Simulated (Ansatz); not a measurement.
`C[Si](O)(O)S` + H–F → `C[Si](O)(O)F` + H₂S  (ligand exchange at the Si–S bond)

Calculated with Ansatz (gas phase, PBE0-D4/def2-TZVP geometries, no zero-point term in ΔE). CCSD(T)/CBS is the MP2 limit (def2-TZVPP, def2-QZVPP) plus CCSD(T) − MP2 in def2-TZVPP, frozen cores. This one scheme is used for every species. Functionals use def2-TZVPP. B3LYP here is the variant with VWN-RPA as its local correlation; programs differ in this. Each species was taken in one conformer, which may not be the lowest.

CCSD(T)/CBS gives -95.4 kJ/mol.

**Question.** Another level gave -109.5 kJ/mol. Which?
A. LC-ωPBE/def2-TZVPP
B. B3LYP/def2-TZVPP
C. PBE0-D4/def2-TZVPP
D. revPBE-D4/def2-TZVPP

**Answer.** B. B3LYP -109.5, PBE0-D4 -87.4, LC-ωPBE -99.4, revPBE-D4 -79.2 kJ/mol.

Largest T1 diagnostic among the species: 0.011.

From BLYP to BHLYP (50 % exact exchange), in def2-TZVPP and without D4, ΔE moves by −6.6 kJ/mol. The D4 term adds +9.7 kJ/mol with B3LYP and +5.3 kJ/mol with PBE0; it sums over pairs of atoms, weighted by their polarisabilities, and B3LYP, whose exchange is more repulsive, gets the larger term.

CCSD(T)/CBS has its own doubt, a few kJ/mol and more with outer-core shells, so smaller differences from it don't rank the levels.
